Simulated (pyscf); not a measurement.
# O=Nb(=O)–OH (SMILES [O]=[Nb](=[O])[OH]), singlet

Gas-phase minimum from PySCF at ωB97X-D3(BJ)/def2-SVP, one conformer. 

```
Nb
O 1 1.7068
O 1 1.7077 2 109.05
O 1 1.9201 2 116.77 3 -132.93
H 4 0.9611 1 139.91 2 4.30
```
Charge 0, spin multiplicity 1.

Properties at ωB97X-D3(BJ)/def2-SVP:

| Property | Result |
|---|---|
| Harmonic wavenumbers, unscaled | 142, 207, 265, 347, 503, 733, 1006, 1048, 3968 cm⁻¹ |
| Zero-point energy | 11.7 kcal/mol |
| Rotational symmetry number | 1 |
| Entropy of this conformer at 298 K and 1 atm, rigid rotor and harmonic oscillator, modes under 100 cm⁻¹ raised to 100 | 312.9 J/(mol K) |
| Dipole moment | 4.80 D |

Single-point totals, which compare only within one level:

| level | total energy (hartree) |
|---|---|
| ωB97X-D3(BJ)/def2-TZVP | -283.51785 |
| PBE/def2-TZVP | -283.29407 |
| r²SCAN/def2-TZVP | -283.41516 |
| B3LYP-D3(BJ)/def2-TZVP | -283.50671 |
| PBE0-D3(BJ)/def2-TZVP | -283.22850 |
| M06-2X/def2-TZVP | -283.27232 |
| ωB97M-D3(BJ)/def2-TZVP | -283.47845 |

Soft torsions are taken as harmonic, which can shift the entropy by several J/(mol K). Elements past Kr carry the def2 core potentials, without spin-orbit coupling.
